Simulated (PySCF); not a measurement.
Isomers of C5H9ClSi, mass 132.016 u with the commonest isotopes. Theory: CAM-B3LYP/def2-SVPD in PySCF (dipole) on a GFN2-xTB geometry, gas phase. One conformer each, none proved a minimum here; rigid rotors.

Question: Order these by rotational constant B, smallest first.
A. `[Cl:1][CH2:2][C@H:3]1[CH:4]=[CH:5][CH2:6][SiH2:7]1` with Cl1–C2–C3–C4 -65°
B. `[CH3:1][CH2:2][C:3]1=[CH:4][C@@H:5]([Cl:6])[SiH2:7]1` with C1–C2–C3–C4 124°
C. `[SiH3:1][C@@H:2]1[CH2:3][CH:4]=[CH:5][C@H:6]1[Cl:7]` with Si1–C2–C3–C4 -97°, C2–C3–C4–C5 -14°, C4–C5–C6–Cl7 -102°, Si1–C2–C6–C5 96°
D. `[C@@H]1([SiH2]CC(Cl)=C1)C`

Answer: B (917.5 MHz), D (1141 MHz), C (1291 MHz), A (1438 MHz).

Question: Order these by dipole moment, smallest first.
A. `[CH3:1][CH2:2][C:3]1=[CH:4][C@@H:5]([Cl:6])[SiH2:7]1` with C1–C2–C3–C4 124°
B. `[Cl:1][CH2:2][C@H:3]1[CH:4]=[CH:5][CH2:6][SiH2:7]1` with Cl1–C2–C3–C4 -65°
C. `[SiH3:1][C@@H:2]1[CH2:3][CH:4]=[CH:5][C@H:6]1[Cl:7]` with Si1–C2–C3–C4 -97°, C2–C3–C4–C5 -14°, C4–C5–C6–Cl7 -102°, Si1–C2–C6–C5 96°
D. `C[C@@H]1C=C(Cl)C[SiH2]1`

Answer: B (1.55 D), D (1.94 D), C (2.13 D), A (2.83 D).

Question: Order these by radius of gyration √(Σ m r²/M), smallest first.
A. `[CH3:1][CH2:2][C:3]1=[CH:4][C@@H:5]([Cl:6])[SiH2:7]1` with C1–C2–C3–C4 124°
B. `[Cl:1][CH2:2][C@H:3]1[CH:4]=[CH:5][CH2:6][SiH2:7]1` with Cl1–C2–C3–C4 -65°
C. `[SiH3:1][C@@H:2]1[CH2:3][CH:4]=[CH:5][C@H:6]1[Cl:7]` with Si1–C2–C3–C4 -97°, C2–C3–C4–C5 -14°, C4–C5–C6–Cl7 -102°, Si1–C2–C6–C5 96°
D. `C[C@@H]1C=C(Cl)C[SiH2]1`

Answer: B (1.868 Å), C (2.003 Å), D (2.103 Å), A (2.211 Å).

```json
{"SMILES": "ClC[C@H]1C=CC[SiH2]1", "point group": "C1", "Ia (u·Å²)": "193.98", "Ib (u·Å²)": "351.34", "Ic (u·Å²)": "375.98", "κ": "-0.85", "μa (D)": "0.71", "μb (D)": "0.15", "μc (D)": "1.37"}
{"SMILES": "C[C@@H]1C=C(Cl)C[SiH2]1", "point group": "C1", "Ia (u·Å²)": "158.14", "Ib (u·Å²)": "443.06", "Ic (u·Å²)": "566.65", "κ": "-0.78", "μa (D)": "1.92", "μb (D)": "0.16", "μc (D)": "0.16"}
{"SMILES": "[SiH3][C@@H]1CC=C[C@H]1Cl", "point group": "C1", "Ia (u·Å²)": "187.13", "Ib (u·Å²)": "391.48", "Ic (u·Å²)": "480.40", "κ": "-0.71", "μa (D)": "1.83", "μb (D)": "1.07", "μc (D)": "0.18"}
{"SMILES": "CCC1=C[C@@H](Cl)[SiH2]1", "point group": "C1", "Ia (u·Å²)": "118.43", "Ib (u·Å²)": "550.80", "Ic (u·Å²)": "621.44", "κ": "-0.94", "μa (D)": "2.74", "μb (D)": "0.34", "μc (D)": "0.63"}
```
